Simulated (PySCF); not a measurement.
Input file for PySCF: R-B3LYP/3-21G on CH5BBrN (SMILES CB(N)Br), a point of a torsion scan.

```python
from pyscf import gto, scf, dft, mp
from pyscf.data.elements import chemcore

mol = gto.M(
    atom='''
    C    -1.14296646    0.14091005   -0.32868921
    B     0.17378285   -0.14214149    0.50383916
    N     0.26148560   -1.19736247    1.39271492
    Br    1.71295815    0.96428808    0.32051880
    H    -1.39893293   -0.70783271   -0.96289340
    H    -1.05857284    1.01322005   -0.97333278
    H    -1.99851899    0.30278061    0.32692996
    H     1.08460109   -1.40354774    1.93628263
    H    -0.49122631   -1.84148326    1.56626071
    ''',
    basis='3-21g',
    charge=0, spin=0, verbose=3, max_memory=1800)
mf = dft.RKS(mol, xc='b3lyp')
mf.conv_tol = 1e-8
mf.max_cycle = 100
mf.kernel()
if not mf.converged:
    mf = mf.newton().run(mf.mo_coeff, mf.mo_occ)
```

Problem. Give the final energy of this run.

Solution. -2681.9524 hartree.
